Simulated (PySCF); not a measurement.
Al(H)2(OH) (AlH3O), SMILES [OH][AlH2]. Atoms are numbered in the order given.

```xyz
5

Al     0.0000     0.0000     0.5970
H      0.0000     1.3870     1.3564
H      0.0000    -1.3870     1.3564
O      0.0000     0.0000    -1.0588
H      0.0000     0.0000    -2.0031
```
Charge 0, spin multiplicity 1.

Coordinates come from a PBE0-D3(BJ)/def2-TZVP optimisation. A frequency run showed that this geometry is not a minimum.

Method: PySCF with PBE0/pcSseg-2.

GIAO shieldings, no solvent; atoms alike by connectivity are averaged. δ = σ(ref) − σ: ¹H against TMS (σ = 31.54 ppm); ¹⁷O against H2O (σ = 327.8 ppm), references at their B3LYP-D3(BJ)/def2-TZVP geometries, non-relativistic.

```tsv
atoms	nucleus	count	δ (ppm)
H2, H3	¹H	2	4.83
H5	¹H	1	[?]
O4	¹⁷O	1	52.4
```

Question: Complete the blanks. (Estimate from the structure and the level; the computed values follow.)

Answer: 
- H5, δ (ppm): 3.19
